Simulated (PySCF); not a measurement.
# Stationary points of GeCl₃

Method: PySCF, PBE0, basis Ge def2-TZVP, Cl def2-TZVP (no relativity, density fitting).

Relaxations began from a few typed shapes; open shells are unrestricted. The search is not exhaustive: other isomers or separated fragments can lie lower, and high-lying points may rest on an excited occupation.

```
   spin  group                              bonds                                 angles  imaginary modes (cm⁻¹)  ΔE (kJ/mol)  ΔE with ZPE (kJ/mol)
doublet    C3v                 Ge–Cl 2.149 Å (×3)                   Cl–Ge–Cl 108.7° (×3)                    none          0.0                   0.0
doublet    C2v  Ge–Cl 2.162 Å, Ge–Cl 2.245 Å (×2)  Cl–Ge–Cl 108.8° (×2), Cl–Ge–Cl 142.5°                    238i         85.3                     –
doublet    D3h                 Ge–Cl 2.220 Å (×3)                   Cl–Ge–Cl 120.0° (×3)                    285i         85.4                     –
```

The lowest minimum found is the doublet C3v: Ge–Cl 2.149 Å (×3); Cl–Ge–Cl 108.7° (×3).
